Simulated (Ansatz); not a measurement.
The inner images of a band of CH$_{6}$AlBFNO (12 atoms, charge 0, multiplicity 1) are given out of order.

These are results of RKS r2SCAN-D4/def2-SVP (Ansatz 0.2.0), not measurements.

Image 0:

```xyz
12
Properties=species:S:1:pos:R:3
N 0.947 -0.220 -1.442
C 0.010 0.152 -0.625
O 0.800 -0.216 1.753
Al -0.387 -1.221 0.917
B -0.742 1.466 -0.453
F -0.616 2.204 0.646
H 1.243 -1.202 -1.461
H 1.496 0.424 -2.015
H 0.522 0.551 2.266
H -1.895 -1.231 1.445
H 0.295 -2.525 0.263
H -1.596 1.762 -1.260
```

Image 8:

```xyz
12
Properties=species:S:1:pos:R:3
N 0.949 -0.219 -1.440
C 0.010 0.149 -0.621
O 0.801 -0.211 1.736
Al -0.392 -1.226 0.914
B -0.740 1.464 -0.445
F -0.628 2.189 0.664
H 1.505 0.428 -2.002
H 1.240 -1.201 -1.468
H 0.521 0.563 2.238
H -1.896 -1.232 1.451
H 0.289 -2.534 0.268
H -1.581 1.774 -1.261
```

**Question.** Put them in order from the first end to the last, with their energies above the first end.
A.
```xyz
12
Properties=species:S:1:pos:R:3
N 1.272 -0.099 -1.213
C 0.310 0.235 -0.284
O 0.859 -0.023 1.177
Al -0.581 -1.245 0.804
B -0.791 1.252 -0.310
F -1.159 1.820 0.867
H 1.291 0.455 -2.059
H 1.434 -1.087 -1.386
H 0.660 0.765 1.712
H -1.819 -1.057 1.770
H -0.008 -2.628 0.271
H -1.390 1.556 -1.314
```
B.
```xyz
12
Properties=species:S:1:pos:R:3
N 1.108 -0.060 -1.387
C 0.263 0.333 -0.348
O 0.868 -0.045 1.058
Al -0.586 -1.236 0.700
B -0.818 1.367 -0.270
F -1.233 1.775 0.957
H 0.896 -0.957 -1.814
H 2.093 -0.038 -1.135
H 0.667 0.703 1.650
H -1.738 -1.054 1.764
H -0.038 -2.600 0.110
H -1.405 1.756 -1.251
```
C.
```xyz
12
Properties=species:S:1:pos:R:3
N 1.234 0.020 -1.332
C 0.304 0.365 -0.307
O 0.889 0.026 1.025
Al -0.593 -1.224 0.675
B -0.853 1.312 -0.278
F -1.270 1.738 0.950
H 0.806 -0.566 -2.048
H 2.011 -0.507 -0.937
H 0.682 0.758 1.634
H -1.688 -1.067 1.803
H 0.005 -2.579 0.112
H -1.451 1.667 -1.264
```
D.
```xyz
12
Properties=species:S:1:pos:R:3
N 0.993 -0.193 -1.415
C 0.048 0.143 -0.574
O 0.845 -0.160 1.476
Al -0.451 -1.254 0.885
B -0.758 1.414 -0.376
F -0.883 1.993 0.821
H 1.244 -1.175 -1.538
H 1.653 0.476 -1.811
H 0.586 0.646 1.943
H -1.875 -1.127 1.588
H 0.125 -2.635 0.319
H -1.450 1.816 -1.285
```
E.
```xyz
12
Properties=species:S:1:pos:R:3
N 1.331 0.012 -1.228
C 0.357 0.344 -0.269
O 0.894 0.034 1.079
Al -0.613 -1.208 0.712
B -0.840 1.237 -0.297
F -1.250 1.744 0.906
H 0.923 0.000 -2.162
H 1.741 -0.908 -1.057
H 0.687 0.785 1.665
H -1.721 -1.071 1.830
H 0.008 -2.560 0.156
H -1.440 1.535 -1.302
```
F.
```xyz
12
Properties=species:S:1:pos:R:3
N 1.026 -0.172 -1.402
C 0.088 0.135 -0.539
O 0.872 -0.135 1.443
Al -0.448 -1.243 0.901
B -0.789 1.358 -0.370
F -0.961 1.944 0.819
H 1.586 0.528 -1.885
H 1.330 -1.138 -1.519
H 0.628 0.682 1.898
H -1.856 -1.073 1.629
H 0.082 -2.650 0.358
H -1.480 1.710 -1.299
```
G.
```xyz
12
Properties=species:S:1:pos:R:3
N 1.034 -0.154 -1.397
C 0.173 0.234 -0.438
O 0.852 -0.099 1.185
Al -0.544 -1.256 0.788
B -0.785 1.386 -0.299
F -1.101 1.855 0.925
H 1.113 -1.145 -1.609
H 1.916 0.342 -1.502
H 0.636 0.686 1.714
H -1.811 -1.067 1.717
H -0.015 -2.638 0.206
H -1.393 1.803 -1.256
```

**Answer.** D (+3.3 kJ/mol), G (+21.2 kJ/mol), B (+53.9 kJ/mol), C (+73.7 kJ/mol), E (+59.9 kJ/mol), A (+42.5 kJ/mol), F (+5.8 kJ/mol).

The run took 3 min on 2 threads of AMD EPYC 9R45 96-Core Processor (Zen 5), on a shared host, peak memory 0.21 GiB.
